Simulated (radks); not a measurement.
Question: O3+, configuration [He] 2p3 (not the ground configuration). Calculated with a radial shooting solver on a logarithmic mesh with Libxc functionals: non-relativistic Kohn-Sham, BLYP, spin-polarised, spherical densities, point nucleus; open shells are filled with parallel spins first. Some entries of the table are withheld. Estimate them.

| orbital | occ. | eigenvalue (hartree) | <1/r> (bohr^-1) |
|---|---|---|---|
| 1s up | 1 | (1) | 7.628 |
| 1s down | 1 | (2) | 7.656 |
| 2p up | 3 | -2.42922 | 1.403 |

Answer: 
(1) 1s up eigenvalue (hartree): -21.45701
(2) 1s down eigenvalue (hartree): -21.35528
